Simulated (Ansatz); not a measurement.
Abstraction of Cl: Si2H3Cl3 + GeH2Cl → Si2H3Cl2 + GeH2Cl2

Species: Si2H3Cl3 `Cl[SiH2][SiH](Cl)Cl`, singlet; GeH2Cl `[Cl][GeH2]`, doublet; Si2H3Cl2 `Cl[SiH][SiH2]Cl`, doublet; GeH2Cl2 `[Cl][GeH2][Cl]`, singlet. A radical takes Cl: the energy is the difference in strength between the Si–Cl bond broken and the Ge–Cl bond made.

Shapes, held fixed at every level: PBE0-D4/def2-TZVP. Flexible molecules stand in one conformer, not always the lowest. Programs: Ansatz 0.2.0. The zero-point and thermal change to 298 K, harmonic and unscaled (PBE0-D4/def2-TZVP), is +0.8 kJ/mol.

```csv
level,kind,ΔH(298 K) (kJ/mol),less CCSD(T)/def2-TZVPP,CPU time (sum over the molecules)
MP2/def2-TZVPP,perturbation theory,+40.0,+3.4,–
HF/def2-SVP,Hartree–Fock,+30.8,-5.8,–
SPW92/def2-TZVPP,LDA,+40.1,+3.5,12 s
PBE-D4/def2-TZVPP,GGA,+38.9,+2.3,22 s
B3LYP-D4/def2-TZVPP,global hybrid,+43.0,+6.4,39 s
wB97X-V/def2-TZVPP,range-separated hybrid,+41.1,+4.5,73 s
B2PLYP/def2-TZVPP,double hybrid,+39.9,+3.3,42 s
CCSD(T)/def2-TZVPP,coupled cluster or CI,+36.6,0.0,6.6 min
```

The highest level, CCSD(T)/def2-TZVPP, gives ΔH(298 K) = +36.6 kJ/mol; the levels span +30.8 to +43.0. The column of differences is taken from that level and isn't an error. No measured value is set beside it here. Open shells run unrestricted. Relativity is left out for Ge. Outer-core shells of Ge are correlated, in sets that cover them unevenly. Times are processor times on shared x86 and Arm servers, and rough.
